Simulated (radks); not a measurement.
Values are calculated unless marked as measured or tabulated.
Spherical quantum dot in the effective-mass picture: electrons in a hard-walled sphere of radius 1.43, all in effective atomic units (hartree* = m*/eps^2 hartree, bohr* = eps/m* bohr), one dielectric constant everywhere. Level of theory: non-relativistic Kohn-Sham, exchange-only LDA, spin-polarised, spherical densities (a radial shooting solver with Libxc functionals). Levels are named by radial order and angular momentum (1s, 1p, 1d, 2s, ...), and open shells are averaged over m. Results are scaled to m* = 0.033 and eps = 15.3, for which hartree* = 3.836 meV and bohr* = 24.53 nm.

N = 35, configuration 1s2 1p6 1d10 2s2 1f14 1g(up 1, down 0). This is the lowest configuration that the search found. Occupied and some empty levels:

level    occupation  eigenvalue (meV)  <r> (nm)
1s up             1            135.50     22.05
1s down           1            135.59     22.03
1p up             3            141.35     23.53
1p down           3            141.46     23.52
1d up             5            150.68     24.62
1d down           5            150.80     24.61
1f up             7            163.03     25.46
1f down           7            163.15     25.45
2s up             1            165.35     16.09
2s down           1            165.39     16.10
1g up             1            178.14     26.14
1g down           0            178.27     26.14
2p up             0            182.52     18.46
2p down           0            182.57     18.47
1h up             0            195.85     26.70
1h down           0            195.98     26.70
2d up             0            202.51     20.04
2d down           0            202.58     20.04
3s up             0            210.78     16.75
3s down           0            210.84     16.76

Energy (meV): total 3300.46, kinetic 1285.2, external 0, Hartree 2170.4, exchange-correlation -155.15.
